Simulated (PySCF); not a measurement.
Cartesian coordinates in Å; atom numbers follow the order of the lines, from 1:
```xyz
14

C     2.187    1.410    0.279
C     1.734    0.241   -0.145
Si    0.515   -0.850    0.791
Si   -1.450   -0.961   -0.400
N    -2.310    0.517   -0.226
F    -2.460   -2.019    0.291
H     2.878    2.015   -0.288
H     1.884    1.817    1.230
H     2.079   -0.119   -1.108
H     0.391   -0.311    2.153
H     1.143   -2.177    0.917
H    -1.413   -1.491   -1.770
H    -1.879    1.387   -0.484
H    -3.299    0.541   -0.421
```

Computed data (PySCF 2.14): coordinates at the GFN2-xTB level, σ from GIAO-PBE0/pcSseg-1. Single conformer, no solvent model, non-relativistic Hamiltonian, fast rotation and ring inversion assumed for equivalent nuclei.

Referencing at the same level of theory: 13C (σ = 186.93 ppm), 1H (σ = 31.72 ppm), 29Si (σ = 349.16 ppm) vs TMS; 15N (σ = 267.73 ppm) against NH3; CFCl3 for 19F (σ = 170.95 ppm).

```json
{"atoms": "F6", "nucleus": "19F", "count": "1", "Hirshfeld charge": "-0.22", "δ (ppm)": "-200.9"}
{"atoms": "C2", "nucleus": "13C", "count": "1", "Hirshfeld charge": "-0.14", "δ (ppm)": "?"}
{"atoms": "H10", "nucleus": "1H", "count": "1", "Hirshfeld charge": "-0.07", "δ (ppm)": "4.15"}
{"atoms": "H8", "nucleus": "1H", "count": "1", "Hirshfeld charge": "0.04", "δ (ppm)": "?"}
{"atoms": "Si3", "nucleus": "29Si", "count": "1", "Hirshfeld charge": "0.24", "δ (ppm)": "?"}
{"atoms": "Si4", "nucleus": "29Si", "count": "1", "Hirshfeld charge": "0.38", "δ (ppm)": "?"}
{"atoms": "H13/H14", "nucleus": "1H", "count": "2", "Hirshfeld charge": "0.12", "δ (ppm)": "0.56"}
{"atoms": "H12", "nucleus": "1H", "count": "1", "Hirshfeld charge": "-0.09", "δ (ppm)": "5.98"}
{"atoms": "H9", "nucleus": "1H", "count": "1", "Hirshfeld charge": "0.04", "δ (ppm)": "6.25"}
{"atoms": "H11", "nucleus": "1H", "count": "1", "Hirshfeld charge": "-0.08", "δ (ppm)": "4.28"}
{"atoms": "C1", "nucleus": "13C", "count": "1", "Hirshfeld charge": "-0.09", "δ (ppm)": "144.8"}
{"atoms": "N5", "nucleus": "15N", "count": "1", "Hirshfeld charge": "-0.32", "δ (ppm)": "23.2"}
{"atoms": "H7", "nucleus": "1H", "count": "1", "Hirshfeld charge": "0.05", "δ (ppm)": "6.40"}
```

Estimate the values marked ?.

Answers


- C2: 136.4 ppm, alkene CH; the olefinic region
- H8: 6.29 ppm, hydrogen on a terminal =CH2 carbon; a vinylic proton, deshielded by the sp2 carbon and the C=C anisotropy
- Si4: 7.8 ppm, silicon bonded to F, N, Si, H
- Si3: -75.7 ppm, silicon bonded to C, Si, 2 H

OH and NH positions are those of a molecule without intermolecular hydrogen bonds; in solution they move with solvent, concentration and temperature, and exchange usually removes their couplings. Shifts are as computed. Against solution values, carbons near 30 ppm lie about +3 ppm off and those near 130 ppm about +5 ppm. Of 1211 compounds with measured shifts, 218 miss one by over three times the rms of a fit or turn the order of signals round; such compounds aren't used in these exercises. Unscaled 19F shifts against computed CFCl3 carry errors that often reach 10 to 50 ppm. Experimental scales use liquid or dissolved standards, which lie at an offset from isolated NH3 (liquid NH3: subtract about 20 ppm).
